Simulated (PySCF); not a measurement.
## Two-photon absorption: `C(=CC)=C(F)C(F)(F)F`, C₅H₄F₄

Geometry (Å), atoms numbered from 1 in this order:
```xyz
13

C     2.2981   -0.3652    0.4979
C     1.2935   -0.1637   -0.5910
C     0.0929    0.3342   -0.4374
C    -1.1167    0.8014   -0.2718
F    -1.4345    2.0958   -0.3590
C    -2.3210   -0.0459    0.0378
F    -1.9961   -1.3322    0.1016
F    -3.2600    0.1039   -0.8972
F    -2.8642    0.3073    1.2043
H     3.2200    0.1948    0.2736
H     1.9137   -0.0391    1.4729
H     2.5771   -1.4291    0.5639
H     1.5911   -0.4627   -1.6066
```

Computed with TDDFT CAM-B3LYP/aug-cc-pVDZ excited states, vertical, gas phase in PySCF 2.14.0. Geometry: PBE0-D3(BJ)/def2-SVP.

Task: How strongly do the lowest singlets absorb one photon, and two photons of half the energy?

Result: δ for parallel linear polarisation; σ at the peak of a Lorentzian of half width 0.1 eV, single beam; Ω is circular over linear.
| state | E (eV) | f | photon λ (nm) | δ (au) | σ (GM) | Ω | main |
| --- | --- | --- | --- | --- | --- | --- | --- |
| S1 | 5.33 | 0.001 | 465 | 0.24 | 0.00 | 1.42 | HOMO→LUMO+1 0.83, HOMO→LUMO 0.11 |
| S2 | 6.21 | 0.000 | 399 | 0.22 | 0.00 | 0.97 | HOMO−1→LUMO 0.32, HOMO−1→LUMO+3 0.31 |
| S3 | 6.91 | 0.007 | 359 | 88.3 | 1.54 | 0.25 | HOMO→LUMO 0.42, HOMO−1→LUMO+1 0.29 |
| S4 | 7.21 | 0.262 | 344 | 38.7 | 0.74 | 0.67 | HOMO→LUMO 0.29, HOMO−1→LUMO+1 0.26 |
| S5 | 7.47 | 0.011 | 332 | 17 | 0.35 | 1.06 | HOMO−1→LUMO 0.39, HOMO−1→LUMO+3 0.28 |
| S6 | 7.64 | 0.897 | 324 | 9.62 | 0.21 | 1.04 | HOMO→LUMO+3 0.51, HOMO−1→LUMO+1 0.24 |

Among these, the strongest one-photon state is S6, the strongest two-photon state S3, with a dipole change of 2.2 D (relaxed, norm of the difference vector).
